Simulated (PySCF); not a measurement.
SiNH$_{5}$ClF, closed shell: a relaxation.

run.py

```python
import json, numpy as np
from pyscf import gto, scf, dft, mp, cc
EV, BOHR = 27.211386245988, 0.529177210903
mol = gto.M(atom="""
Si -0.702038 -0.443301 -0.246374
N 1.018885 -0.023380 -0.107100
H -0.799363 -1.507042 -1.242930
H -1.257749 -0.944408 1.031331
Cl -1.761498 1.117199 -1.060410
H 0.517636 0.930065 0.933273
F -0.070705 1.263550 1.393949
H 1.428022 0.363863 -0.946391
H 1.626809 -0.756445 0.244553
""", basis="def2-tzvp", charge=0, spin=0, max_memory=8670, verbose=0)
def mean_field(mol, dm=None):
    mf = dft.RKS(mol, xc="pbe0").density_fit()
    mf.conv_tol = 1e-9; mf.grids.level = 4
    mf.kernel(dm0=dm)
    if not mf.converged: mf = mf.newton().run(mf.mo_coeff, mf.mo_occ)
    assert mf.converged
    return mf
def d4(mol):
    from pyscf.dispersion.dftd4 import DFTD4Dispersion
    real = gto.M(atom=[(mol.atom_pure_symbol(i), mol.atom_coord(i)) for i in range(9)], unit='B', charge=mol.charge, spin=None, basis='def2-svp', verbose=0)
    r = DFTD4Dispersion(real, xc="pbe0", atm=True).get_dispersion(grad=True); return r["energy"], r["gradient"]
def energy_and_gradient(mol, dm=None):
    mf = mean_field(mol, dm); e, g = d4(mol)
    return mf, (mf.e_tot + e) * EV, (mf.nuc_grad_method().kernel()[:9] + g) * EV / BOHR
out = {}
# rational-function steps on a BFGS-updated Hessian; the first Hessian (eV/A^2) comes from GFN2-xTB
H = np.load("h0.npy"); x = mol.atom_coords(unit="A").ravel(); dm = old = None; trust = 0.2; steps = []
for it in range(90):
    mol.set_geom_(x.reshape(-1, 3), unit="A"); mf, e, g = energy_and_gradient(mol, dm); g = g.ravel(); dm = mf.make_rdm1()
    print(f"relax step {it + 1}: E = {e:.6f} eV, largest force component {abs(g).max():.4f} eV/A", flush=True); steps.append([e, x.reshape(-1, 3).tolist(), (-g).reshape(-1, 3).tolist()])
    if abs(g).max() < 0.008: out['converged'] = True; break
    if old is not None:
        s, z = x - old[0], g - old[1]
        if s @ z > 1e-8: H = H + np.outer(z, z) / (s @ z) - np.outer(H @ s, H @ s) / (s @ H @ s)
        trust = max(0.03, trust / 2) if e > old[2] + 1e-4 else min(0.35, trust * 1.3)
    w, V = np.linalg.eigh(H); w = np.maximum(abs(w), 0.08); f = V.T @ g; M = np.diag(np.append(w, 0.0)); M[-1, :-1] = M[:-1, -1] = f
    dx = V @ (-f / (w - np.linalg.eigvalsh(M)[0])); big = np.linalg.norm(dx.reshape(-1, 3), axis=1).max(); dx *= min(1, trust / big)
    old = (x, g, e); x = x + dx
out.update(energy=e, forces=steps[-1][2], positions=steps[-1][1], steps=steps)
out['s2'] = mf.spin_square()[0]; out['nelec'] = mol.nelec
print(f"Total energy {out['energy']:.6f} eV, <S^2> {out['s2']:.4f}")
json.dump(out, open("out.json", "w"), default=float)
```

Command:

```bash
OMP_NUM_THREADS=4 python run.py
```

It printed (PySCF 2.14):

```
relax step 1: E = -24680.774280 eV, largest force component 8.4644 eV/A
relax step 2: E = -24681.708451 eV, largest force component 2.5477 eV/A
relax step 3: E = -24681.876723 eV, largest force component 0.9403 eV/A
relax step 4: E = -24681.916553 eV, largest force component 0.4267 eV/A
relax step 5: E = -24681.847304 eV, largest force component 1.1699 eV/A
relax step 6: E = -24681.935886 eV, largest force component 0.6058 eV/A
relax step 7: E = -24681.947642 eV, largest force component 0.3640 eV/A
relax step 8: E = -24681.960248 eV, largest force component 0.2806 eV/A
relax step 9: E = -24681.982031 eV, largest force component 0.2506 eV/A
relax step 10: E = -24681.990813 eV, largest force component 0.4513 eV/A
relax step 11: E = -24682.002936 eV, largest force component 0.3588 eV/A
relax step 12: E = -24681.982413 eV, largest force component 0.6484 eV/A
relax step 13: E = -24682.007728 eV, largest force component 0.3963 eV/A
relax step 14: E = -24681.974093 eV, largest force component 1.3818 eV/A
relax step 15: E = -24682.014715 eV, largest force component 0.1236 eV/A
relax step 16: E = -24682.015937 eV, largest force component 0.1220 eV/A
relax step 17: E = -24682.017519 eV, largest force component 0.0757 eV/A
relax step 18: E = -24682.017807 eV, largest force component 0.0869 eV/A
relax step 19: E = -24682.018376 eV, largest force component 0.0453 eV/A
relax step 20: E = -24682.018681 eV, largest force component 0.0258 eV/A
relax step 21: E = -24682.018950 eV, largest force component 0.0246 eV/A
relax step 22: E = -24682.019069 eV, largest force component 0.0157 eV/A
relax step 23: E = -24682.019168 eV, largest force component 0.0206 eV/A
relax step 24: E = -24682.019326 eV, largest force component 0.0173 eV/A
relax step 25: E = -24682.019455 eV, largest force component 0.0129 eV/A
relax step 26: E = -24682.019549 eV, largest force component 0.0185 eV/A
relax step 27: E = -24682.019622 eV, largest force component 0.0134 eV/A
relax step 28: E = -24682.019691 eV, largest force component 0.0134 eV/A
relax step 29: E = -24682.019726 eV, largest force component 0.0085 eV/A
relax step 30: E = -24682.019739 eV, largest force component 0.0062 eV/A
Total energy -24682.019739 eV, <S^2> 0.0000
```

The run took 4.3 min on 4 CPU threads of an Intel Xeon Platinum 8488C (shared host), with 1.6 GiB of host memory at its peak.
